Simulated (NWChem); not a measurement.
**One site exchanged: B, Ga, Al, Sc**

Each species was optimised at PBE0/def2-SVP with NWChem, gas phase unless a solvent is named. All stand in one matching conformer (torsions within 35°), which need not be the lowest. Pople sets run with spherical d functions. Shieldings are non-relativistic GIAO values without spin-orbit effects.

A: NB(Cl)Cl (BNH2Cl2)
B: [NH2][Ga]([Cl])[Cl] (GaNH$_{2}$Cl$_{2}$)
C: [NH2][Al]([Cl])[Cl] (AlNH2Cl2)
D: [NH2][Sc]([Cl])[Cl] (ScNH₂Cl₂)

```
quantity                                                  A (B)  B (Ga)  C (Al)  D (Sc)
--------------------------------------------------------  -----  ------  ------  ------
Pauling electronegativity of the site (pymatgen's table)   2.04    1.81    1.61    1.36
electrons in the molecule                                    48      74      56      64
dipole (D), PBE0/def2-SVP                                  2.98    2.84    2.61    3.02
orbital gap (eV), PBE0/def2-SVP                            8.99    7.06    7.43    5.68
highest harmonic frequency (cm⁻¹), PBE0/def2-SVP           3751    3750    3720    3647
static polarisability, PBE/def2-SVPD (bohr³)               52.8    66.3    62.4    75.2
15N shift against ammonia, PBE/pcSseg-1 (ppm)             109.4    54.9    33.4   225.6
15N shift against ammonia, B3LYP/6-31G* (ppm)              83.8    44.9    23.2   193.2
```

“Dipole (D), PBE0/def2-SVP” runs from 2.61 in C (Al) to 3.02 in D (Sc), in no step with either the site's electronegativity or the electron count. “Orbital gap (eV), PBE0/def2-SVP” runs from 5.68 in D (Sc) to 8.99 in A (B), in no step with either the site's electronegativity or the electron count. “Highest harmonic frequency (cm⁻¹), PBE0/def2-SVP” runs from 3647 in D (Sc) to 3751 in A (B). “Static polarisability, PBE/def2-SVPD (bohr³)” runs from 52.8 in A (B) to 75.2 in D (Sc), in no step with either the site's electronegativity or the electron count. “15N shift against ammonia, PBE/pcSseg-1 (ppm)” runs from 33.4 in C (Al) to 225.6 in D (Sc), in no step with either the site's electronegativity or the electron count. “15N shift against ammonia, B3LYP/6-31G* (ppm)” runs from 23.2 in C (Al) to 193.2 in D (Sc), in no step with either the site's electronegativity or the electron count.

These are trends among computed rows of three or four species; they are not measurements.
